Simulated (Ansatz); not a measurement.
`C=NC(F)[SiH2]N`, charge 0, multiplicity 1.

Q: Give a relaxed structure at PBE0-D4/def2-TZVP (Ansatz). (Best estimate.)

A: The calculation gave: 
Z-matrix (Å, degrees):
```
C
N 1 1.401
Si 1 1.922 2 108.5
F 1 1.406 2 114.3 3 120.9
H 1 1.097 2 108.6 3 -120.3
C 2 1.262 1 121.6 3 -112.1
N 3 1.708 1 113.6 2 56.5
H 3 1.484 1 106.4 2 175.7
H 3 1.483 1 106.7 2 -64.8
H 6 1.092 2 123.4 1 -2.8
H 6 1.088 2 118.4 1 177.9
H 7 1.007 3 120.3 1 77.3
H 7 1.007 3 120.7 1 -69.9
```
This is one stationary point; other conformers may exist.
